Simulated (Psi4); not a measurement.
Psi4 input (wB97X-D/6-311+G**):

```
memory 1500 MB

molecule {
-1 1
C     0.63081400   -0.23006900   -1.76891700
Si    0.06735300   -0.02662300   -0.11763800
C    -1.79756000    0.39591200   -0.08410600
N     0.89338400    1.18761000    0.91822500
N     0.24541400   -1.41067200    1.00126100
H     0.09270800    0.22090600   -2.60024000
H     1.64156500   -0.55009500   -2.01494500
H    -2.39971500   -0.44947300   -0.42865400
H    -2.12464100    0.64975800    0.92983000
H    -2.01462100    1.24882000   -0.73515400
H     0.42192200    1.45835900    1.77579200
H     1.13181800    2.02065400    0.39732700
H     0.21061600   -2.29257500    0.50465300
H     1.12629800   -1.36726400    1.50005800
symmetry c1
no_reorient
no_com
}

set {
  basis 6-311+G**
  reference rks
  scf_type df
  df_basis_scf def2-universal-jkfit
  dft_radial_points 99
  dft_spherical_points 590
  e_convergence 1e-8
  d_convergence 1e-7
  maxiter 150
}

e = energy('wb97x-d')
print_out(f'\nFINAL {e:.10f} DIPOLE {variable("CURRENT DIPOLE")[0]:.6f} {variable("CURRENT DIPOLE")[1]:.6f} {variable("CURRENT DIPOLE")[2]:.6f}\n')
```

From the output:

```
    One-Electron Energy =               -1148.9240328722264621
    Two-Electron Energy =                 460.9532928287394498
    DFT Exchange-Correlation Energy =     -34.4725994379059983
    Empirical Dispersion Energy =          -0.0056791960101078
    VV10 Nonlocal Energy =                  0.0000000000000000
    Total Energy =                       -480.6825568972682277

Computation Completed

Properties will be evaluated at   0.000000,   0.000000,   0.000000 [a0]

Properties computed using the SCF density matrix

 Multipole Moments:

 ------------------------------------------------------------------------------------
     Multipole            Electronic (a.u.)      Nuclear  (a.u.)        Total (a.u.)
 ------------------------------------------------------------------------------------

 L = 1.  Multiply by 2.5417464519 to convert [e a0] to [Debye]
 Dipole X            :         -0.4797237            0.0000038           -0.4797199
 Dipole Y            :          0.4848335           -0.0000151            0.4848184
 Dipole Z            :          1.3338964           -0.0000019            1.3338946
 Magnitude           :                                                    1.4981504

 ------------------------------------------------------------------------------------

FINAL -480.6825568973 DIPOLE -0.479720 0.484818 1.333895

*** Psi4 exiting successfully. Buy a developer a beer!
```

The dipole moment of an ion depends on the origin.

The geometry given is a B3LYP-D3(BJ)/def2-TZVP minimum.
